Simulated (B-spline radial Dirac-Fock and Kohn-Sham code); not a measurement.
# Form factor and incoherent scattering function of Os⁷²⁺

System: the Os⁷²⁺ ion in the configuration 1s2 2s2.

These are calculated numbers from a radial atomic solver; the model is relativistic Hartree-Fock (Dirac-Fock) wave functions, averaged over the configuration. f₀ is the Fourier transform of the spherical electron density, S the Waller-Hartree incoherent function, and s = sin θ/λ. The electron scattering factor follows from the Mott-Bethe formula f_e = 0.023934 Å⁻¹·(Z − f₀)/s².

| s (Å⁻¹) | f₀ | S | f_e (Å) |
| --- | --- | --- | --- |
| 0 | 4.000 | 0.000 | – |
| 0.05 | 4.000 | 0.000 | 689.301 |
| 0.1 | 3.999 | 0.002 | 172.327 |
| 0.15 | 3.998 | 0.004 | 76.591 |
| 0.2 | 3.996 | 0.008 | 43.083 |
| 0.25 | 3.994 | 0.012 | 27.574 |
| 0.3 | 3.991 | 0.017 | 19.149 |
| 0.35 | 3.988 | 0.023 | 14.070 |
| 0.4 | 3.985 | 0.030 | 10.773 |
| 0.45 | 3.981 | 0.038 | 8.512 |
| 0.5 | 3.976 | 0.047 | 6.895 |
| 0.6 | 3.966 | 0.067 | 4.789 |
| 0.7 | 3.954 | 0.091 | 3.519 |
| 0.8 | 3.940 | 0.119 | 2.695 |
| 0.9 | 3.924 | 0.149 | 2.130 |
| 1 | 3.907 | 0.182 | 1.725 |
| 1.1 | 3.888 | 0.219 | 1.426 |
| 1.2 | 3.867 | 0.258 | 1.199 |
| 1.4 | 3.821 | 0.344 | 0.881 |
| 1.6 | 3.769 | 0.438 | 0.675 |
| 1.8 | 3.712 | 0.539 | 0.534 |
| 2 | 3.650 | 0.646 | 0.433 |
| 2.5 | 3.478 | 0.925 | 0.278 |
| 3 | 3.288 | 1.204 | 0.193 |
| 3.5 | 3.089 | 1.465 | 0.142 |
| 4 | 2.889 | 1.694 | 0.109 |
| 5 | 2.512 | 2.048 | 0.070 |
| 6 | 2.193 | 2.281 | 0.049 |

f₀ starts at the number of electrons, 4. The sum of ⟨r²⟩ over the electrons is 0.01291 bohr². For an ion f_e diverges as s goes to zero, because of the net charge.
